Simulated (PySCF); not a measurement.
Computed with B3LYP-D3(BJ)/def2-TZVP run with PySCF. Gas-phase values, no solvent. One relaxed conformer stands for a flexible species; it need not be the lowest. B3LYP has the VWN-RPA correlation part, as in Gaussian. 

Reference species (SMILES): `[OH][Ga]([OH])[OH]` (neutral, multiplicity 1).

| Property | Result |
|---|---|
| LUMO | -1.35 eV |
| HOMO | -8.67 eV |

Changed species: `[NH2][Ga]([OH])[OH]` (1 of 3 OH replaced by NH2; the reference has 0 of 3 OH replaced by NH2).

Task: Give the shifts of the LUMO and HOMO.

Result: the LUMO rises by 0.39 eV, to -0.96 eV; the HOMO goes up by 1.31 eV, to -7.36 eV.
